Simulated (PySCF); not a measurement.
# Reading the logs of faulty runs: CGe2H6O

These are calculations, not measurements. The program is PySCF 2.14.0, an open-source quantum chemistry code, run on an isolated molecule that a program drew, which may never have been made. The molecule is CGe2H6O (charge 0, singlet), drawn as the SMILES string `[GeH2]=[CH][O][GeH3]`.

Each row is a Hartree-Fock (HF) and frozen-core CCSD(T) single point in the cc-pVDZ basis, meant for a local HF minimum. Run 1 is clean. Each other run has one planted mistake out of seven kinds, and not every kind appears here: one electron removed, one electron added, multiplicity raised by two, geometry at a saddle point, minimal basis STO-3G, one bond length entered in bohr, all coordinates scaled. The reference is restricted for singlets and unrestricted otherwise, and also for a bond in bohr. Adding or removing an electron swaps singlet and doublet. Electrons count all cores. HOMO and LUMO are orbital energies over both spins, the gradient is its largest component, and the lowest frequency (negative if imaginary) is given only where the gradient is small. Bond lengths are over the 9 bonds as drawn. T1 is the CCSD diagnostic: over 0.02 (restricted) or 0.045 (unrestricted) a single reference is doubtful. Germanium has the cc-pVDZ-PP basis, with a core potential (ECP10MDF) in place of its 10 inner electrons, and its 3s, 3p and 3d shells are frozen in CCSD(T).

Geometry of the clean run:
```xyz
10
CGe2H6O, angstrom
Ge    1.0387   -0.5408    2.3006
C     1.6633    0.1712    0.7792
O     1.0544    0.1032   -0.4162
Ge    1.8837   -0.4511   -1.9164
H    -0.3990   -1.0029    2.4384
H     1.7633   -0.1712    3.5815
H     2.6765    0.5756    0.7768
H     0.9036   -0.1233   -3.0321
H     3.1921    0.3305   -2.0365
H     2.1479   -1.9492   -1.7875
```

```
run,electrons,basis functions,<S^2>,HOMO (eV),LUMO (eV),gradient (hartree/bohr),lowest frequency (cm^-1),mean bond (Å),longest bond (Å),T1,HF (hartree),CCSD(T) (hartree),mistake
1,84,104,0.000,-7.24,2.48,2.3e-05,38,1.5153,1.802,0.0153,-702.89638,-703.48440,no fault
2,83,104,0.759,-14.88,-5.53,9.1e-02,-,1.5153,1.802,0.0226,-702.66706,-703.21337,one electron removed
3,84,104,2.020,-6.05,1.23,6.9e-02,-,1.5153,1.802,0.0175,-702.85847,-703.40412,multiplicity raised by two
4,85,104,0.791,0.84,6.92,6.2e-02,-,1.5153,1.802,0.0309,-702.84155,-703.42873,?
```

**Which mistake was planted in run 4, and what did it cost?**

It counts 85 electrons, one more than the clean run, at the same geometry and basis. So the mistake is: one electron added. Subtracting run 1 and multiplying by 627.51 kcal/mol a hartree, the energy moved by 34.4 kcal/mol in HF and 34.9 kcal/mol in CCSD(T).

Cautions from the logs. Run 4: the HOMO is above zero, so the electron isn't bound and the energy depends on the basis.
